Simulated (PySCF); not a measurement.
Run record: geometry optimisation, `[SiH2](N[SiH3])C#CC`.

Computed with PBE0-D3(BJ)/def2-SVP geometry optimisation, gas phase (PySCF 2.14.0). Start geometry: GFN2-xTB. A driver script takes a list of jobs; this job's settings line and coordinates (Å) are shown.

Input:
```
{"job": {"xc": "PBE0", "basis": "def2-SVP", "d3": "d3bj", "grid": 1, "kind": "geom"}, "charge": 0, "multiplicity": 1}
C     -3.602112     0.883074     0.170024
C     -2.305334     0.246235     0.090706
C     -1.224082    -0.281280     0.027128
Si     0.426296    -1.101243    -0.075866
N      1.577143     0.112071     0.394823
Si     3.288192    -0.040911     0.575161
H     -4.000645     1.045085    -0.831625
H     -4.293712     0.251321     0.727608
H     -3.515673     1.844903     0.675901
H      0.521626    -2.214243     0.873491
H      0.658540    -1.558748    -1.454967
H      1.228406     1.056151     0.367270
H      3.742824     1.215618     1.171407
H      3.951804    -0.260629    -0.717080
H      3.542315    -1.189413     1.444521
```

Q: Estimate the output.

A: 
```
step   0  E = -752.69665193  max force = 0.031298
step   1  E = -752.70028985  max force = 0.006302
step   2  E = -752.70061488  max force = 0.002620
step   3  E = -752.70069951  max force = 0.000824
step   4  E = -752.70076339  max force = 0.001380
step   5  E = -752.70091031  max force = 0.003333
step   6  E = -752.70108566  max force = 0.003862
step   7  E = -752.70122717  max force = 0.004184
step   8  E = -752.70137164  max force = 0.003270
step   9  E = -752.70159134  max force = 0.001903
step  10  E = -752.70171333  max force = 0.002484
step  11  E = -752.70188964  max force = 0.001819
step  12  E = -752.70197007  max force = 0.001617
step  13  E = -752.70201952  max force = 0.001178
step  14  E = -752.70205425  max force = 0.001353
step  15  E = -752.70208533  max force = 0.000847
step  16  E = -752.70210101  max force = 0.000502
step  17  E = -752.70210397  max force = 0.000265
optimisation converged
```

Energies in Eh; «max force» is the largest Cartesian gradient component in Eh/bohr.

Q: Give the first gradient maximum in eV/Å.

A: With 1 Eh/bohr = 51.422 eV/Å, 1.609 eV/Å.

Q: How much energy does the optimisation release, in eV?

A: E(step 0) − E(last step) = 0.005452 Eh, which is 0.148 eV.

Main results: final energy -752.70210 Eh after 17 steps; dipole 1.91 D.

Q: Give the final coordinates.

A: 0.816 Å rms from the input after alignment:
```
atom  x, y, z in Å
C1    -3.4367    0.6555    0.4349
C2    -2.1955   -0.0204    0.1072
C3    -1.1491   -0.5861   -0.1635
Si4    0.4303   -1.4259   -0.5621
N5     1.7984   -0.3523   -0.5659
Si6    2.8945    0.0100    0.7367
H7    -4.0743    0.7697   -0.4557
H8    -4.0062    0.0904    1.1893
H9    -3.2414    1.6597    0.8427
H10    0.6884   -2.4754    0.4644
H11    0.2892   -2.0451   -1.9134
H12    1.8602    0.2587   -1.3769
H13    2.6104    1.3171    1.4119
H14    4.3033    0.0708    0.2363
H15    2.7634   -1.0835    1.7432
```

Q: Estimate the wall time. Hardware: an Arm Neoverse N1 with one thread, no GPU, shared host.

A: About 3.6 min.
Labels such as C1 count atoms from 1, the log's own numbers from 0.
